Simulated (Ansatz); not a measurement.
A structure relaxed at PBE-D4/def2-SVP in Ansatz, charge 0, doublet:

```csv
atom,x (Å),y (Å),z (Å)
Al1,1.2492,-1.5590,0.4682
Al2,2.4254,0.2483,-0.8238
Al3,-0.6291,-1.3226,2.1197
Al4,0.7158,1.3081,-2.6466
Al5,0.4951,-1.3218,-2.1955
Al6,-0.6678,0.4511,-0.4521
Al7,0.9533,1.0627,1.5588
Al8,-2.8751,-0.5432,0.8099
Al9,-1.2639,-2.2260,-0.5048
Al10,-1.5539,1.2559,2.1325
Al11,1.1509,2.6465,-0.4664
```

Task: Give its formula and point group.

Result: Al₁₁. Point group Cs (tolerance 0.1 Å).

Task: Summarise the bond lengths by kind (pairs closer than 1.2 times the sum of covalent radii, bridged metal pairs left out).

Result: 25 × Al–Al 2.51 to 2.85 Å.

Another isomer (doublet) lies 0.16 eV lower at PBE0-D4/def2-TZVP; other spin states weren't run for this one.
